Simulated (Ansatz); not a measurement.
Computed with Ansatz on PBE0-D4/def2-TZVP structures; ΔE is electronic, products minus reactants. CBS: MP2 limit from def2 TZ/QZ plus the TZ coupled-cluster correction, frozen cores. This one scheme is used for every species. DFT in def2-TZVPP. B3LYP here is the variant with VWN-RPA as its local correlation; programs differ in this. Each species was taken in one conformer, which may not be the lowest.

Consider the ligand exchange at the Al–C bond: `[CH3][AlH][CH3]` + `[SiH3]S` → `[CH3][AlH][S][SiH3]` + CH₄.

Problem. Is it downhill or uphill in electronic energy at CCSD(T)/CBS, and by how much? (Best estimate.)

Solution. Ansatz gave: Downhill: ΔE = -33.5 kcal/mol.

Problem. What do these levels give: r2SCAN-D4, PBE0-D4, ωB97X-V, B2PLYP, PBE, PBE0, B3LYP, SCS-MP2/def2-TZVPP, CCSD/def2-TZVPP, CCSD(T)/def2-TZVPP, SCS-MP2/def2-QZVPP, CCSD/CBS(def2)? (Estimate.)

Solution. Computed: r2SCAN-D4 -33.8, PBE0-D4 -33.5, ωB97X-V -32.5, B2PLYP -32.4, PBE -31.6, PBE0 -32.3, B3LYP -31.0, SCS-MP2/def2-TZVPP -33.4, CCSD/def2-TZVPP -32.5, CCSD(T)/def2-TZVPP -33.0, SCS-MP2/def2-QZVPP -33.6, CCSD/CBS(def2) -33.0 kcal/mol.

Largest T1 diagnostic among the species: 0.011.

The D4 term adds −2.1 kcal/mol with B3LYP and −1.2 kcal/mol with PBE0; it sums over pairs of atoms, weighted by their polarisabilities, and B3LYP, whose exchange is more repulsive, gets the larger term.
